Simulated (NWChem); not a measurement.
**Atomisation of C3HF4**

```
C
C 1 1.3311
F 2 1.3029 1 130.20
H 1 1.1054 2 121.11 3 0.00
C 1 1.4993 4 116.92 2 180.00
F 5 1.3496 1 112.31 4 180.00
F 5 1.3558 6 107.86 1 -122.52
F 5 1.3558 6 107.86 7 -114.96
```
Charge 0, spin multiplicity 2.

All runs are NWChem calculations. Structure: optimised with UPBE/def2-SVP, a minimum by its harmonic frequencies.

Basis set: def2-SVP. The atomisation energy is electronic alone: no zero-point, thermal, spin-orbit or counterpoise terms. No value is extrapolated to the basis-set limit. Free atoms are single determinants with multiplicities F 2, C 3, H 2.

The structure started from a generated list of species. The unpaired electrons of the parent sit in orbitals of symmetry a' (Cs labels of the run); other states weren't searched. No SCF solution was tested for a lower state. Open-shell Hartree-Fock references start from PBE0 orbitals.

One of these methods gave an atomisation energy of 1001.8 kcal/mol. Which?
A. LDA (SVWN5)
B. BLYP
C. BHandHLYP
D. PBE

A, LDA (SVWN5). The others give 823.2 (BLYP), 863.5 (PBE), 754.9 (BHandHLYP).
